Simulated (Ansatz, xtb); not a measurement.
Ranking isomers of C5H9Cl2F

6 gas-phase structures of C5H9Cl2F, from a drawn sample of its isomers (lower ones may exist). Each was relaxed with GFN2-xTB; where two conformers were screened, the lower at r2SCAN-D4/def2-SVP is listed:

A. `CC[C@@H](CCl)[C@@H](F)Cl`, a singlet
B. `CC(C)[C@](F)(Cl)CCl`, a singlet
C. `C[C@@H](F)[C@@H](Cl)CCCl`, a singlet
D. `CC(CF)(CCl)CCl`, a singlet
E. `CC[C@@](C)(Cl)[C@H](F)Cl`, a singlet
F. `CC[C@](C)(F)C(Cl)Cl`, a singlet

Q: Make a reasoned guess at their ranking by r2SCAN-D4/def2-SVP single-point energy.

A: Calculated order at r2SCAN-D4/def2-SVP: B (0.0), E (0.6), C (2.0), F (3.7), A (5.0), D (6.2) kcal/mol. Less than 1 kcal/mol parts B and E, so the order within that pair means little.

Energies above the lowest of each column, in kcal/mol; the last columns are at PBE-D3(BJ)/def2-SVP geometries and were run for some of them only (a dash: not run or not comparable):

```
structure  GFN2-xTB  HF/STO-3G  r2SCAN-D4/def2-SVP  PBE-D3(BJ)/def2-SVP  CCSD(T)/def2-SVP + ΔMP2/def2-TZVPP
        B       0.7        0.0                 0.0                  0.0                                 0.0
        E       0.0        1.0                 0.6                  0.8                                 0.9
        C       0.0        0.6                 2.0                  1.8                                 0.5
        F       2.1        6.8                 3.7                  3.7                                 2.8
        A       3.0        1.3                 5.0                  4.1                                   –
        D       1.5        4.7                 6.2                    –                                   –
```

CCSD(T)/def2-SVP + ΔMP2/def2-TZVPP has B and C and E within 1 kcal/mol of each other at the bottom, and every level picks one of them. CCSD(T)/def2-SVP + ΔMP2/def2-TZVPP orders those it was run on as B (0.0), C (0.5), E (0.9), F (2.8) kcal/mol. Less than 1 kcal/mol parts B and C; C and E, so the order within those pairs means little. Some further structures that were screened fall inside this span and aren't listed. Flexible structures stand in one conformer each, not always the lowest. Frequencies (GFN2-xTB) were run for B, C, E, F alone. ΔMP2 is the change of the MP2 energy from the smaller to the larger basis.

Over these structures GFN2-xTB departs from r2SCAN-D4/def2-SVP by 1.2 kcal/mol on average once a common shift is removed. A GFN2-xTB relaxation took about 0.095 s and the r2SCAN-D4/def2-SVP energy about 2.7 s on a shared host (Ansatz 0.2.0, xtb 6.7.1).
